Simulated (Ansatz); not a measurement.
**Molecular dynamics, step by step**

LiSO2 (charge +1), singlet, PBE0-D4/def2-SVP (Ansatz 0.2.0). Settings (timestep in fs, temperature in K, friction in 1/fs; T counts 12 degrees of freedom, while the starting velocities carry no drift of the centre of mass, so T starts below the set value):

```yaml
hamiltonian: {xc: pbe0, dispersion: d4}
md: {n_steps: 30, timestep: 0.5, temperature: 200, ensemble: nvt_langevin, seed: 706, friction: 0.01, initial_velocities: maxwell_boltzmann}
```

Start:

```
4
angstrom
Li 0.3442 0.1159 -2.1828
O -1.0992 -0.1379 1.4737
S 0.2549 -0.0278 1.0725
O 0.5000 0.0497 -0.3634
```

```
step  time (fs)  potential energy less the start (meV)  kinetic energy (meV)  T (K)
   0       0.00                                    0.0                  77.6    150
   2       1.00                                   -2.1                  93.5    181
   4       2.00                                   -5.4                 111.8    216
   6       3.00                                   -8.3                 103.7    201
   8       4.00                                   -9.6                 113.7    220
  10       5.00                                   -8.1                 113.7    220
  12       6.00                                   -2.9                 109.8    212
  14       7.00                                    4.9                  98.5    191
  16       8.00                                   14.5                  87.4    169
  18       9.00                                   24.4                  74.7    145
  20      10.00                                   33.1                  68.2    132
  22      11.00                                   39.5                  59.4    115
  24      12.00                                   44.0                  53.1    103
  26      13.00                                   46.3                  46.6     90
  28      14.00                                   45.7                  37.5     73
  30      15.00                                   41.8                  41.3     80
```

Step 6, positions (Å) and forces (eV/Å):

| atom | x | y | z | Fx | Fy | Fz |
| --- | --- | --- | --- | --- | --- | --- |
| Li1 | 0.359 | 0.111 | -2.146 | -0.003 | 0.014 | -0.212 |
| O2 | -1.107 | -0.130 | 1.471 | -0.733 | -0.053 | 0.187 |
| S3 | 0.260 | -0.033 | 1.067 | 0.482 | -0.047 | 1.620 |
| O4 | 0.494 | 0.056 | -0.367 | 0.254 | 0.085 | -1.596 |

Step 16, positions (Å) and forces (eV/Å):

```
atom       x       y       z      Fx      Fy      Fz
 Li1   0.387   0.105  -2.093  -0.036   0.040  -0.843
  O2  -1.126  -0.115   1.469   1.049   0.049  -0.271
  S3   0.269  -0.039   1.063  -1.198  -0.089   1.147
  O4   0.487   0.071  -0.388   0.184   0.000  -0.033
```

Step 24, positions (Å) and forces (eV/Å):

```json
{"atom": "Li1", "x": "0.413", "y": "0.110", "z": "-2.072", "Fx": "-0.039", "Fy": "0.050", "Fz": "-1.234"}
{"atom": "O2", "x": "-1.129", "y": "-0.101", "z": "1.462", "Fx": "0.910", "Fy": "0.027", "Fz": "-0.199"}
{"atom": "S3", "x": "0.266", "y": "-0.042", "z": "1.065", "Fx": "-0.929", "Fy": "0.023", "Fz": "0.082"}
{"atom": "O4", "x": "0.488", "y": "0.087", "z": "-0.402", "Fx": "0.058", "Fy": "-0.099", "Fz": "1.351"}
```

Last step (30):

```
4
angstrom
Li 0.4291 0.1138 -2.0698
O -1.1247 -0.0927 1.4559
S 0.2621 -0.0431 1.0684
O 0.4947 0.0971 -0.4012
```

Hardware: 2 CPU threads of an Arm Neoverse V2, shared host. Wall time about 20 s.
